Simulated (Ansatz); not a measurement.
Ansatz results at the PBE0-D4/def2-TZVP geometry: size of the dipole moment (ωB97M-V/def2-TZVPP) 2.21 D; size of the dipole moment (PBE/def2-TZVPP) 2.22 D; HOMO–LUMO gap (B3LYP/def2-TZVPP) 6.56 eV.

Each molecule was computed in one conformer, which needn't be the lowest.

(1) Which molecule gave them?
A. `CC(C)(C)C[Si](C)(F)F`
B. `C[Si](C)(O)O`
C. `C=C[Si](N)(N)Br`
D. `CC[Si](O)(O)OC`

Results:

(1) C. The others give `CC(C)(C)C[Si](C)(F)F`: 2.15, 2.10, 8.57; `CC[Si](O)(O)OC`: 1.45, 1.34, 8.25; `C[Si](C)(O)O`: 2.04, 1.94, 8.08.

B3LYP here is the variant with VWN-RPA as its local correlation; programs differ in this.
